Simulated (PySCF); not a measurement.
Species: GaH3.
SMILES: `[GaH3]`

Theory: MP2 and CCSD/aug-cc-pVTZ in PySCF, restricted Hartree–Fock reference, frozen core, non-relativistic, gas phase, PBE0-D3(BJ)/def2-SVP geometry.

E(HF) = -1925.00161 Eh.

(1) How large is the problem?

(2) What are the MP2 and CCSD correlation energies?

(3) What is the T1 diagnostic?

Results:

(1) 128 basis functions and 34 electrons; 9 orbitals frozen, which leaves o = 8 correlated occupied and v = 111 virtual orbitals. That is o·v = 888 singles and o·v(o·v + 1)/2 = 394716 distinct closed-shell doubles amplitudes before symmetry; the costliest CCSD step grows as o²v⁴ = 9.7 × 10^9.

(2) MP2 -0.1854 Eh and CCSD -0.2042 Eh, which gives totals of -1925.18706 and -1925.20586 Eh. That is 0.347 eV for each correlated electron at CCSD (536 kJ/mol in all, 0.011 % of the total energy); MP2 gives 90.8 % of the CCSD value.

(3) 0.0121, below the customary warning level of 0.02. It is the norm of the spatial-orbital singles amplitudes over the root of the number of correlated electrons, so the norm is 0.048.

No triples correction and no basis-set extrapolation were made.

The job also held the EOM ionisation and excitation roots. The run took 7.4 min of wall time on one thread, Arm Neoverse V1 (aarch64), no GPU, shared host with 32 logical CPUs at a one-minute load of 14, and the process peaked at 1.9 GiB of memory.
